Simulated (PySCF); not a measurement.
## One change at a time: excitation energies

Computed, not measured: PySCF 2.14.0, density-fitted response routines, TDDFT B3LYP/def2-SVPD, vertical, gas phase, core orbitals frozen in the response. Geometries: GFN2-xTB; one conformer of each isolated species. Triplets are in the Tamm–Dancoff approximation.

Parent: `C[C@@H](O)[C@H]1CC[SiH2]1`, with lowest singlet excitation energy 6.39 eV, HOMO energy -7.26 eV, LUMO energy -0.02 eV, S1–T1 gap 0.50 eV, lowest triplet energy 5.90 eV. Its spectrum: 194 nm (f 0.041); 187 nm (f 0.006); 185 nm (f 0.015); 180 nm (f 0.026); 175 nm (f 0.042).

Shifts from the parent:

```json
{"change": "terminal C group replaced by H", "SMILES": "OC[C@H]1CC[SiH2]1", "Δ S1 (eV)": "-0.09", "Δ HOMO (eV)": "-0.02", "Δ LUMO (eV)": "-0.05", "Δ S1−T1 (eV)": "-0.05", "Δ T1 (eV)": "-0.03"}
{"change": "C-C bond made double", "SMILES": "C[C@@H](O)[C@H]1C=C[SiH2]1", "Δ S1 (eV)": "-0.37", "Δ HOMO (eV)": "-0.07", "Δ LUMO (eV)": "-0.32", "Δ S1−T1 (eV)": "+1.16", "Δ T1 (eV)": "-1.53"}
{"change": "O replaced by S", "SMILES": "C[C@@H](S)[C@@H]1CC[SiH2]1", "Δ S1 (eV)": "-1.11", "Δ HOMO (eV)": "+0.86", "Δ LUMO (eV)": "-0.18", "Δ S1−T1 (eV)": "-0.13", "Δ T1 (eV)": "-0.98"}
```

(1) Predict the same shifts for this change: C replaced by Si (`C[C@H](O)C1[SiH2]C[SiH2]1`).

Answers

(1) Δ lowest singlet excitation energy -0.33 eV, Δ HOMO energy -0.12 eV, Δ LUMO energy -0.41 eV, Δ S1–T1 gap -0.25 eV, Δ lowest triplet energy -0.08 eV. Spectrum: 205 nm (f 0.010); 203 nm (f 0.002); 187 nm (f 0.010); 185 nm (f 0.038); 182 nm (f 0.028). S1 falls most with O replaced by S (-1.11 eV); all changes lower it. S1 is simply the lowest singlet of each species and needn't be the same kind of state throughout. Over these 4 changes the shifts of S1 and of the HOMO–LUMO gap correlate with r = 1.00.
